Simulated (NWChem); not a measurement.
System: C$_{2}$H$_{8}$Si$_{2}$; SMILES C(=C/[SiH3])/[SiH3]

NWChem input:

```
start job
memory heap 200 mb stack 900 mb global 1100 mb
geometry units angstroms noautoz
  Si     1.808935    -0.134055     0.426167
  C      0.670395     0.095687    -1.060659
  C     -0.674424     0.154225    -1.068388
  Si    -1.814105     0.022300     0.415447
  H      1.551520    -1.431145     1.124076
  H      3.218879    -0.133225    -0.068093
  H      1.653105     0.974024     1.417954
  H      1.182298     0.191770    -2.029979
  H     -1.170240     0.293909    -2.041223
  H     -1.016787    -0.164909     1.664925
  H     -2.745215    -1.136165     0.248900
  H     -2.641423     1.261774     0.541949
end
basis spherical
  * library 6-31g*
end
dft
  xc xpbe96 cpbe96
  iterations 150
end
tddft
  nroots 6
  notriplet
end
task tddft energy
```

The geometry was optimised at PBE0/def2-SVP.

Vertical excitations in the gas phase.

What results follow from this input? (PBE/6-31G* (spherical d), full TDDFT.) Quantities: lowest excitation, singlet (eV); oscillator strength of that lowest state; lowest state with f > 0.02, singlet (eV); oscillator strength of that bright state; orbital gap (eV).


| Property | Result |
|---|---|
| lowest excitation, singlet (eV) | 5.59 |
| oscillator strength of that lowest state | 0.005 |
| lowest state with f > 0.02, singlet (eV) | 6.08 |
| oscillator strength of that bright state | 0.253 |
| orbital gap (eV) | 4.87 |
